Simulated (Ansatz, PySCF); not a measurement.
Pulling on the Si1–H2 bond in CH4OSi (SMILES CO[SiH]) (multiplicity 1 held, fragments rigid). Energies count from the point at 1.549 Å.
Geometry at that point (charge 0, multiplicity 1):
```xyz
7

Si    -0.4080    -0.6790     0.9181
H     -1.3102    -1.1884    -0.2339
O      0.4506     0.4193     0.0465
C      0.3828     0.7821    -1.3262
H      0.1532     1.8459    -1.4010
H      1.3533     0.5993    -1.7897
H     -0.3865     0.2027    -1.8435
```

R- and RO- levels are restricted; in cc, def2 and unpolarised 6-31G sets they are followed outwards from rest. Unrestricted levels (U-) break spin symmetry where that is lower. Curves can end on different states.

Frozen-core correlation. Rows in 3-21G, 6-31G* carry no dispersion term and start afresh at each structure (6-31G* with six Cartesian d functions).

Codes used: Ansatz (Gaussian orbitals); PySCF for 3-21G rows, 6-31G* rows. 

Task: One of these levels gives 611.8 kJ/mol for the energy at R = 4.958 Å. Name it.
(A) U-HF/6-31G*
(B) R-SCS-MP2/cc-pV(T+d)Z
(C) U-SCS-MP2/cc-pV(T+d)Z
(D) R-HF/3-21G

Result: D, R-HF/3-21G. The others give 239.6 (U-HF/6-31G*), 451.8 (R-SCS-MP2/cc-pV(T+d)Z), 312.1 (U-SCS-MP2/cc-pV(T+d)Z)

Doubts at one or more of the structures used: a restricted determinant that unrestricted orbitals would lower (R-HF/3-21G, R-SCS-MP2/cc-pV(T+d)Z); a spin-contaminated determinant (U-HF/6-31G*, U-SCS-MP2/cc-pV(T+d)Z).

Ansatz is a program for electronic structure.
